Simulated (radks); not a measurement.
The table gives one normalised radial function P(r) = r R(r) (large component) of S14+ in [He] (r in bohr). All-electron calculation, Dirac Kohn-Sham, exchange-only PBE, spin-unpolarised, spherical densities, finite nucleus; Fermi nuclear charge, rms radius 3.2611 fm. Program: a radial shooting solver on a logarithmic mesh with Libxc functionals.

r	P
0.004593	0.5452
0.005348	0.6264
0.006225	0.7183
0.007247	0.8217
0.008437	0.9376
0.009822	1.0665
0.01143	1.2087
0.01331	1.3640
0.0155	1.5319
0.01804	1.7106
0.021	1.8974
0.02445	2.0886
0.02846	2.2785
0.03314	2.4600
0.03858	2.6240
0.04491	2.7601
0.05228	2.8565
0.06086	2.9010
0.07085	2.8825
0.08249	2.7924
0.09603	2.6268
0.1118	2.3881
0.1301	2.0868
0.1515	1.7417
0.1764	1.3783
0.2053	1.0252
0.239	0.7095
0.2783	0.4514
0.324	0.2604
0.3771	0.1340

Which n and l does it have? It may be an empty orbital.

Answer. n = 1, l = 0: the number of nodes gives n - l - 1 = 0, the rise at small r points to l (this Dirac orbital starts outside the nucleus as r^gamma with gamma = sqrt((l + 1)^2 - (Z/c)^2) = 0.99; the j = 1/2 orbital of l + 1 starts with the same power, but with a smaller coefficient, and then steepens), and the extent must fit the shell. The curve is that of 1s1/2. 1s1/2: eigenvalue -3126.0 eV, 0 radial nodes, <r> = 0.0958 bohr, 90 % of the charge inside 0.171 bohr.
